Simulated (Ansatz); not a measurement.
Relaxation of H7PSn (9 atoms, charge 0, multiplicity 1), to a largest force component of 0.03 eV/Å in at most 50 steps.

Computed with RKS PBE/def2-SVP (Ansatz 0.2.0).

```xyz
9
Properties=species:S:1:pos:R:3
Sn 0.301 -0.052 -0.184
H 0.149 -0.189 1.539
H 1.939 0.241 -0.641
H -0.698 1.253 -0.705
H -0.243 -1.522 -0.905
P -2.949 0.295 1.483
H -2.909 -0.810 0.557
H -3.633 -0.497 2.475
H -1.657 -0.031 2.000
```

Problem. Where does it end, and by what steps?

Solution. The run converged. The force dipped under the threshold on the way, but the program's further checks kept it going. After 24 steps the energy has fallen by 0.184 eV; H9 moved furthest, 0.90 Å.

| step | energy less start (eV) | largest force component (eV/Å) | accepted |
| --- | --- | --- | --- |
| 0 | 0.0000 | 0.495 | yes |
| 1 | -0.1019 | 0.135 | yes |
| 2 | -0.1302 | 0.157 | yes |
| 3 | -0.1654 | 0.044 | yes |
| 4 | -0.1686 | 0.170 | yes |
| 5 | -0.1715 | 0.007 | yes |
| 6 | -0.1722 | 0.082 | yes |
| 7 | -0.1727 | 0.069 | yes |
| 8 | -0.1710 | 0.248 | no |
| 9 | -0.1732 | 0.075 | yes |
| 10 | -0.1719 | 0.288 | no |
| 11 | -0.1742 | 0.047 | yes |
| 12 | -0.1748 | 0.018 | yes |
| 13 | -0.1749 | 0.116 | yes |
| 14 | -0.1754 | 0.047 | yes |
| 15 | -0.1760 | 0.004 | yes |
| 16 | -0.1735 | 0.331 | no |
| 17 | -0.1767 | 0.084 | yes |
| 18 | -0.1770 | 0.104 | yes |
| 19 | -0.1785 | 0.103 | yes |
| 20 | -0.1793 | 0.087 | yes |
| 21 | -0.1803 | 0.096 | yes |
| 22 | -0.1811 | 0.170 | yes |
| 23 | -0.1819 | 0.127 | yes |
| 24 | -0.1836 | 0.006 | yes |

```xyz
9
Properties=species:S:1:pos:R:3
Sn 0.569 -0.125 -0.249
H 0.770 -0.201 1.462
H 2.106 0.089 -1.002
H -0.457 1.202 -0.649
H -0.146 -1.592 -0.807
P -3.627 0.149 1.838
H -3.239 -0.244 0.506
H -3.387 -1.172 2.361
H -2.290 0.582 2.161
```

Run time: 28 s on 2 threads of Arm Neoverse V1, on a shared host, peak memory 0.12 GiB.
